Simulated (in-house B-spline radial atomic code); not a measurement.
Radial electron density of Xe VII (Xe6+), [Kr] 4d10 5s2. Computed with a radial B-spline atomic code at the basis-set limit: scalar-relativistic (X2C) HSE06, spin-polarised, spherical fractional occupations, Fermi nucleus of rms radius 4.7859 fm.

One-electron X2C: radii and densities carry no picture-change correction, so inner-shell <1/r> comes out high (for 1s by about 2 % at Z = 33, 5 % at 54, 10 % at 75, 30 % at 118) and <r> low.

Columns: r (bohr), 4πr²n(r) (electrons per bohr), bar.

```
0.000842    2.374 #
 0.00103    3.253 ##
 0.00127    4.496 ##
 0.00156    6.145 ###
 0.00191    8.306 ####
 0.00235    11.22 #####
 0.00289       15 #######
 0.00354     19.7 ##########
 0.00435    25.61 ############
 0.00534    32.64 ################
 0.00656     40.7 ####################
 0.00806    49.36 ########################
 0.00989    57.81 ############################
  0.0121    64.95 ################################
  0.0149    69.82 ##################################
  0.0183     71.1 ##################################
  0.0225    68.77 #################################
  0.0276    64.35 ###############################
  0.0339    60.96 ##############################
  0.0416    62.38 ##############################
  0.0511    70.45 ##################################
  0.0628     82.4 ########################################
  0.0771    90.71 ############################################
  0.0947    88.44 ###########################################
   0.116    76.78 #####################################
   0.143    66.03 ################################
   0.175    67.05 #################################
   0.215    75.41 #####################################
   0.264    74.36 ####################################
   0.324    56.08 ###########################
   0.398    33.87 ################
   0.489     25.2 ############
   0.601    28.41 ##############
   0.738    28.94 ##############
   0.906    21.37 ##########
    1.11    11.97 ######
    1.37     5.68 ###
    1.68    2.719 #
    2.06    1.157 #
    2.53   0.3457 
     3.1  0.06169 
    3.81 0.005282 
    4.68 0.0001956 
    5.75 2.318e-06
```

On this grid the curve has 4 maxima, near 0.0183, 0.0771, 0.215, 0.738 bohr.

The 5s up radial function P(r) = rR(r), positive near the nucleus:

```json
{"r (bohr)": "0.00037", "P": "0.01683"}
{"r (bohr)": "0.000558", "P": "0.02342"}
{"r (bohr)": "0.000842", "P": "0.03243"}
{"r (bohr)": "0.00127", "P": "0.04457"}
{"r (bohr)": "0.00191", "P": "0.06043"}
{"r (bohr)": "0.00289", "P": "0.08084"}
{"r (bohr)": "0.00435", "P": "0.1047"}
{"r (bohr)": "0.00656", "P": "0.1294"}
{"r (bohr)": "0.00989", "P": "0.1475"}
{"r (bohr)": "0.0149", "P": "0.1444"}
{"r (bohr)": "0.0225", "P": "0.09827"}
{"r (bohr)": "0.0339", "P": "-0.007729"}
{"r (bohr)": "0.0511", "P": "-0.1528"}
{"r (bohr)": "0.0771", "P": "-0.2317"}
{"r (bohr)": "0.116", "P": "-0.09001"}
{"r (bohr)": "0.175", "P": "0.2359"}
{"r (bohr)": "0.264", "P": "0.2975"}
{"r (bohr)": "0.398", "P": "-0.1984"}
{"r (bohr)": "0.601", "P": "-0.5008"}
{"r (bohr)": "0.906", "P": "0.1602"}
{"r (bohr)": "1.37", "P": "0.9016"}
{"r (bohr)": "2.06", "P": "0.6987"}
{"r (bohr)": "3.1", "P": "0.1742"}
{"r (bohr)": "4.68", "P": "0.009883"}
```
